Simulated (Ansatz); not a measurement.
BClH3NSi (`ClB1N[SiH2]1`), 7 atoms. Charge 0, multiplicity 1. All runs use 2 threads of an AMD EPYC 7B13 on a shared host. Correlated methods freeze the cores. Open-shell runs search over several starts.

(1) How many basis functions does each run have, and how long does it take in Ansatz? direct RPA on PBE orbitals/def2-TZVPP energy; UKS ωB97M-V/def2-TZVPP energy of the cation; RKS PBE0-D4/def2-SVP energy; RKS ωB97M-V/def2-TZVPP energy and forces; UKS B3LYP-D4/def2-TZVPP energy of the cation; UKS PBE-D4/def2-TZVPP energy of the cation; UHF-CCSD(T)/def2-TZVPP energy of the cation; RKS PBE0-D4/def2-TZVP frequencies; RHF-CCSD(T)/def2-SVP energy; RKS ωB97M-V/def2-QZVPP energy; RKS BHLYP-D4/def2-TZVPP energy; RKS ωB97M-V/def2-SVP energy. (An estimate is asked.)

## Answers

(1) Ansatz gave: Other jobs shared the machine, so times are rough.

```
                                level                   job  functions  wall time  peak host memory (GiB)
                 RKS PBE0-D4/def2-SVP                energy         79        1 s                    0.15
                 RHF-CCSD(T)/def2-SVP                energy         79      1.7 s                    0.22
              RKS BHLYP-D4/def2-TZVPP                energy        188      2.5 s                    0.39
direct RPA on PBE orbitals/def2-TZVPP                energy        188      3.5 s                    0.35
                 RKS ωB97M-V/def2-SVP                energy         79      3.5 s                    0.23
                UKS PBE-D4/def2-TZVPP  energy of the cation        188        6 s                    0.32
              UKS B3LYP-D4/def2-TZVPP  energy of the cation        188        7 s                    0.53
               RKS ωB97M-V/def2-TZVPP     energy and forces        188      8.5 s                    0.54
               RKS ωB97M-V/def2-QZVPP                energy        344       14 s                     1.1
               UKS ωB97M-V/def2-TZVPP  energy of the cation        188       17 s                    0.73
                RKS PBE0-D4/def2-TZVP           frequencies        154       70 s                    0.33
               UHF-CCSD(T)/def2-TZVPP  energy of the cation        188      8 min                     2.1
```

B3LYP here is the variant with VWN-RPA as its local correlation; programs differ in this.
